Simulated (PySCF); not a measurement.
Compound: GeH2MeCl, CH₅ClGe.
Geometry (PBE0-D3(BJ)/def2-SVP, Å), atoms numbered from 1 in this order:
```
atom  x, y, z in Å
Ge1    0.494   -0.657    0.338
H2     0.438   -0.805    1.868
H3     1.944   -0.716   -0.171
C4    -0.453    0.915   -0.292
H5     0.005    1.826    0.121
H6    -1.504    0.869    0.024
H7    -0.413    0.959   -1.389
Cl8   -0.511   -2.391   -0.499
```

Method used: delta-SCF UKS SCAN, pcX-2 on the ionised atom, pcseg-1 elsewhere, spin-free X2C in PySCF 2.14.0. The ground state was rerun for each ionised atom, in the same mixed basis as its hole state.

```csv
ionised atom,basis functions,E(ionised) (Eh),binding energy (eV)
C4,115,-2586.05562,290.792
Cl8,126,-2492.98352,2827.992
```

Q: Fill in the total energy of each ground state.

A: With binding energy = E(ionised) − E(ground) and 27.2114 eV a hartree:

```tsv
atom	binding energy (Eh)	E(ground) (Eh)
C4	10.6864	-2596.7420
Cl8	103.9268	-2596.9103
```

Q: How much do the ground-state energies differ, and what would follow from using one of them for all holes?

A: They run from -2596.9103 Eh (core basis on Cl8) to -2596.7420 Eh (on C4), 0.1683 Eh or 4.58 eV apart, though the state is the same; only basis and grid differ. Pairing the ion of C4 with the ground state of Cl8 would put its binding energy 4.58 eV too high.

Only 1s holes are shown. Isolated species at its PBE0-D3(BJ)/def2-SVP geometry, gas phase.
